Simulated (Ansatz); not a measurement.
Calculation: Ansatz (a quantum-chemistry and plane-wave program) with B3LYP-D3(BJ)/def2-TZVP. No frequencies were computed at this level.

Ansatz 0.2 input:
```yaml
crystal:
  periodic: [false, false, false]
  atoms:
    - { symbol: O, position_ang: [1.427461, -0.833112, -0.158654] }
    - { symbol: Al, position_ang: [0.001293, -0.000095, 0.000402] }
    - { symbol: O, position_ang: [-1.439232, -0.821922, 0.051259] }
    - { symbol: O, position_ang: [0.01354, 1.655552, 0.109087] }
    - { symbol: H, position_ang: [2.344589, -0.603342, -0.211098] }
    - { symbol: H, position_ang: [-1.70532, -1.72975, 0.009526] }
    - { symbol: H, position_ang: [-0.64233, 2.33267, 0.199477] }
basis:
  gaussian: { orbitals: def2-tzvp }
hamiltonian:
  xc: b3lyp
  dispersion: d3bj
relax:
  max_steps: 150
```

Output:

```
Functional definition: B3LYP
844 factors; their error is unknown
mean field evaluation 1: about -12778.3662 eV, gradient 1.0e2 eV
mean field evaluation 2: about -12739.9169 eV, gradient 1.8e2 eV
mean field evaluation 4: about -12795.2904 eV, gradient 1.4e0 eV
mean field evaluation 8: about -12795.3111 eV, gradient 3.6e-2 eV
mean field -12795.31114189 eV, -470.2190114912 hartree, gradient 4.6e-5 eV, S^2 0.000000; 0 other end points of the search recorded, 0 dependent functions left out
reference -12795.31137688 eV, -470.2190201268 hartree; 20, 20 occupied and 128, 128 virtual orbitals, 844 factors
relax step   1: F+E_penalty+E_count = -12795.47129700 eV  Δ(F+E_penalty+E_count) = +0.000e0 eV  max|allowed force component| = 7.089e-1 eV/Å  Δτ_max = 0.0000 Å  (25 SCF iters, accepted)
these checks for a lower state are left out or cut short: starts, cluster_reference, orbital_swaps, neighbouring_geometries, increment
844 factors; their error is unknown
mean field evaluation 16: about -12795.3170 eV, gradient 1.3e0 eV
mean field -12795.33763695 eV, -470.2199851664 hartree, gradient 1.1e-5 eV, S^2 0.000000; 0 other end points of the search recorded, 0 dependent functions left out
reference -12795.33787252 eV, -470.2199938237 hartree; 20, 20 occupied and 128, 128 virtual orbitals, 844 factors
relax step   2: F+E_penalty+E_count = -12795.49734497 eV  Δ(F+E_penalty+E_count) = -2.605e-2 eV  max|allowed force component| = 5.400e-1 eV/Å  Δτ_max = 0.0113 Å  (30 SCF iters, accepted)
these checks for a lower state are left out or cut short: starts, cluster_reference, orbital_swaps, neighbouring_geometries, increment
844 factors; their error is unknown
mean field -12795.37860027 eV, -470.2214905407 hartree, gradient 1.2e-5 eV, S^2 0.000000; 0 other end points of the search recorded, 0 dependent functions left out
reference -12795.37883618 eV, -470.2214992102 hartree; 20, 20 occupied and 128, 128 virtual orbitals, 844 factors
relax step   3: F+E_penalty+E_count = -12795.53778426 eV  Δ(F+E_penalty+E_count) = -4.044e-2 eV  max|allowed force component| = 3.071e-1 eV/Å  Δτ_max = 0.0345 Å  (29 SCF iters, accepted)
these checks for a lower state are left out or cut short: starts, cluster_reference, orbital_swaps, neighbouring_geometries, increment
844 factors; their error is unknown
mean field evaluation 32: about -12795.4113 eV, gradient 2.9e-1 eV
mean field -12795.41138020 eV, -470.2226951810 hartree, gradient 1.2e-5 eV, S^2 0.000000; 0 other end points of the search recorded, 0 dependent functions left out
reference -12795.41161373 eV, -470.2227037629 hartree; 20, 20 occupied and 128, 128 virtual orbitals, 844 factors
relax step   4: F+E_penalty+E_count = -12795.57204681 eV  Δ(F+E_penalty+E_count) = -3.426e-2 eV  max|allowed force component| = 1.391e-1 eV/Å  Δτ_max = 0.0655 Å  (29 SCF iters, accepted)
these checks for a lower state are left out or cut short: starts, cluster_reference, orbital_swaps, neighbouring_geometries, increment
844 factors; their error is unknown
mean field -12795.41259997 eV, -470.2227400067 hartree, gradient 1.2e-5 eV, S^2 0.000000; 0 other end points of the search recorded, 0 dependent functions left out
reference -12795.41283248 eV, -470.2227485514 hartree; 20, 20 occupied and 128, 128 virtual orbitals, 844 factors
relax step   5: F+E_penalty+E_count = -12795.57373299 eV  Δ(F+E_penalty+E_count) = -1.686e-3 eV  max|allowed force component| = 5.180e-2 eV/Å  Δτ_max = 0.0200 Å  (30 SCF iters, accepted)
these checks for a lower state are left out or cut short: starts, cluster_reference, orbital_swaps, neighbouring_geometries, increment
844 factors; their error is unknown
mean field -12795.41275238 eV, -470.2227456077 hartree, gradient 1.2e-5 eV, S^2 0.000000; 0 other end points of the search recorded, 0 dependent functions left out
reference -12795.41298507 eV, -470.2227541587 hartree; 20, 20 occupied and 128, 128 virtual orbitals, 844 factors
relax step   6: F+E_penalty+E_count = -12795.57383934 eV  Δ(F+E_penalty+E_count) = -1.064e-4 eV  max|allowed force component| = 4.058e-4 eV/Å  Δτ_max = 0.0026 Å  (31 SCF iters, accepted)
844 factors; their error is unknown
mean field evaluation 64: about -12795.4127 eV, gradient 2.8e-1 eV
mean field -12795.41275238 eV, -470.2227456077 hartree, gradient 1.2e-5 eV, S^2 0.000000; 1 other end points of the search recorded, 0 dependent functions left out
reference -12795.41298507 eV, -470.2227541587 hartree; 20, 20 occupied and 128, 128 virtual orbitals, 844 factors
Total energy: -12795.57407203 eV, -470.2286739954 hartree
Atom 0 at     1.411547    -0.919991    -0.163434 Å, force     0.000199    -0.000024    -0.000025 eV/Å
Atom 1 at    -0.000012    -0.000005     0.000015 Å, force    -0.000024     0.000019    -0.000003 eV/Å
Atom 2 at    -1.507990    -0.766869     0.059306 Å, force    -0.000105    -0.000131    -0.000011 eV/Å
Atom 3 at     0.096435     1.686837     0.104170 Å, force    -0.000053     0.000132     0.000002 eV/Å
Atom 4 at     2.285769    -0.529924    -0.201432 Å, force     0.000391    -0.000148    -0.000027 eV/Å
Atom 5 at    -1.611070    -1.717757     0.004107 Å, force    -0.000326    -0.000254     0.000019 eV/Å
Atom 6 at    -0.674677     2.247710     0.197267 Å, force    -0.000083     0.000406     0.000045 eV/Å
Dipole moment:    -0.000007     0.000023    -0.000028 e Å
```

Cost: about 28 core-seconds (a rough figure).
